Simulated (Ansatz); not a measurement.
`[CH3][SnH2][I]` + HCl → `[Cl][SnH2][I]` + CH₄ at 400 K and 1 bar (ligand exchange at the Sn–C bond).

Isolated molecules relaxed with PBE0-D4/def2-TZVP in Ansatz; ΔE leaves out vibrations. CBS: MP2 limit from def2 TZ/QZ plus the TZ coupled-cluster correction, frozen cores. This one scheme is used for every species. def2 core potentials past Kr. For I, Sn outer-core shells are correlated without core-valence functions, which leaves a few kJ/mol of doubt a bond.

```csv
species,CCSD(T)/CBS energy (Eh),H − E (kJ/mol),S (J/(mol·K))
`[CH3][SnH2][I]`,-552.56585,160.5,377.8
HCl,-460.38127,29.6,195.4
`[Cl][SnH2][I]`,-972.52417,65.2,363.1
CH₄,-40.46206,131.3,197.2
```

H − E and S are ideal-gas, rigid-rotor, harmonic terms from PBE0-D4/def2-TZVP. 1 Eh = 2625.50 kJ/mol, R = 8.31446 J/(mol·K).

Task: By hand: ΔE, ΔH, ΔS and ΔG.

Result: ΔE = (-972.52417) + (-40.46206) − (-552.56585) − (-460.38127) = -0.03911 Eh = -102.7 kJ/mol. Δ(H − E) = 65.2 + 131.3 − 160.5 − 29.6 = 6.4, so ΔH = -96.3 kJ/mol. ΔS = 363.1 + 197.2 − 377.8 − 195.4 = -12.9 J/(mol·K). ΔG = -96.3 − 400 × (-12.9)/1000 = -91.1 kJ/mol.

Task: By hand: the equilibrium constant, and the temperature at which ΔG would vanish if ΔH and ΔS stayed fixed.

Result: log₁₀ K = −ΔG/(RT ln 10) = 11.9. ΔG = 0 at ΔH/ΔS = 7465 K, far beyond where these terms or the molecules hold.

The number of gas molecules stays the same, so ΔS is small and ΔH decides. A doubt of 5 kJ/mol in ΔE shifts log₁₀ K by 0.7 here. These are equilibria of isolated gas molecules and say nothing of rates. Largest T1 diagnostic: 0.010 (customary marks: 0.02 for closed shells, 0.045 for open ones).
